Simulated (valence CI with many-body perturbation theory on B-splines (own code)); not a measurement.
Results of a calculation; reference values are marked as such.
# Si X: magnetic and hyperfine properties of the levels

Method: configuration interaction combined with many-body perturbation theory (CI+MBPT): three valence electrons over a frozen Dirac-Fock core [He], a basis of 11 s, 11 p, 10 d, 8 f, 5 g, 2 h functions for each j, with the one-electron correlation potential Σ1, the two-electron term Σ2, the three-electron term Σ3, Breit, model QED; selected CI, second order for the rest, scaled by the run's own slope (own B-spline code, finite nucleus).

No measured spectrum was set against this ion. As an estimate, levels of excited configurations hold to 0.05 to 0.15 % of their energy, terms of the ground configuration to about 0.5 %.

A/g_I is the dipole constant over the nuclear g factor μ/I (μ in nuclear magnetons, uniformly magnetised nucleus), B/Q the quadrupole constant per barn. Both hold the static response of the core; the bare values leave it out. Large factors of s and p1/2 electrons are usually good to 5 to 10 %; those of open d and f shells near neutrality can be off by tens of per cent, and small factors of p3/2, d and f electrons come from cancelling terms and can be off by a factor of two or in sign, in half-filled shells by more. B is blank for J = 1/2, where it vanishes, and for nearly pure S terms. Energies count from the lowest level.

Names give the largest LS component (configuration and term), which can be under half, so a name can repeat, a term be missing and a line seem to break the LS rules; names also repeat where a configuration has a term twice. Letters in brackets count levels of one name in rising energy.

```tsv
Level	E (cm⁻¹)	g	A/g_I (MHz)	A/g_I bare	B/Q (MHz/b)	B/Q bare
2s²2p ²P°_1/2	0	0.665	18600	18100		
2s²2p ²P°_3/2	6987	1.333	3610	4010	6460	6520
2s2p² ⁴P_1/2	160830	2.669	31600	31600		
2s2p² ⁴P_3/2	163300	1.734	14900	14900	5260	5310
2s2p² ⁴P_5/2	166860	1.600	15600	15600	-6610	-6670
2s2p² ²D_3/2	287970	0.799	-4480	-3850	9150	9240
2s2p² ²D_5/2	287990	1.200	18000	17400	13100	13200
2s2p² ²S_1/2	367960	1.961	61500	58400		
2s2p² ²P_1/2	390320	0.706	11900	10900		
2s2p² ²P_3/2	394290	1.333	-2620	-1570	-6670	-6730
2p³ ⁴S°_3/2	509230	2.000	-2050	-24.3		
2p³ ²D°_3/2	575540	0.802	4480	4140	1100	1110
2p³ ²D°_5/2	575560	1.199	6010	6390	-135	-136
2p³ ²P°_1/2	647010	0.665	18800	17900		
2p³ ²P°_3/2	647640	1.331	2860	3540	-887	-894
2s²3s ²S_1/2	1821900	2.002	17200	16500		
2s²3p ²P°_1/2	1902500	0.665	4250	4140		
2s²3p ²P°_3/2	1904300	1.334	1840	1920	1900	1920
2s²3d ²D_3/2	1979200	0.799	581	575	292	303
2s²3d ²D_5/2	1979700	1.200	168	173	413	430
2s2p3s ⁴P°_1/2	1992700	2.668	39100	37800		
2s2p3s ⁴P°_3/2	1995000	1.733	24400	23700	-5520	-5570
2s2p3s ⁴P°_5/2	1999200	1.600	18600	18100	6900	6960
2s2p3s ²P°_1/2 [a]	2031000	0.667	4110	4250		
2s2p3s ²P°_3/2 [a]	2035700	1.334	17300	17000	6700	6770
2s2p3p ²P_1/2 [a]	2064200	0.383	-6980	-6600		
2s2p3p ²P_3/2 [a]	2066300	1.278	17800	17400	-3240	-3270
2s2p3p ⁴D_1/2	2068300	0.284	-14500	-14000		
2s2p3p ⁴D_3/2	2069300	1.262	10700	10500	-1660	-1680
2s2p3p ⁴D_5/2	2070600	1.372	11700	11500	2550	2570
2s2p3p ⁴D_7/2	2074400	1.429	11300	11100	8700	8780
2s2p3p ⁴S_3/2	2085300	1.985	21100	20700		
2s2p3p ⁴P_1/2	2095200	2.665	35500	34700		
2s2p3p ⁴P_3/2	2097200	1.738	17000	16700	3700	3740
2s2p3p ⁴P_5/2	2099200	1.594	15200	15000	-3600	-3630
2s2p3p ²D_3/2 [a]	2105400	0.803	776	811	6430	6490
2s2p3p ²D_5/2 [a]	2109900	1.205	9900	9800	8510	8590
2s2p3d ⁴F°_3/2	2131300	0.404	-7410	-7110	2890	2930
2s2p3p ²S_1/2 [a]	2132400	1.999	26400	26500		
2s2p3d ⁴F°_5/2	2132700	1.032	4040	4000	2320	2350
```

Q: Take the isotope of mass number 29, with I = 1/2, μ = -0.55505 μN. What is the hyperfine structure of 2s2p² ⁴P_3/2?

A: From the table A = -16500 MHz. Shifts from the centre of gravity in MHz: F = 1: 20600, F = 2: -12400.
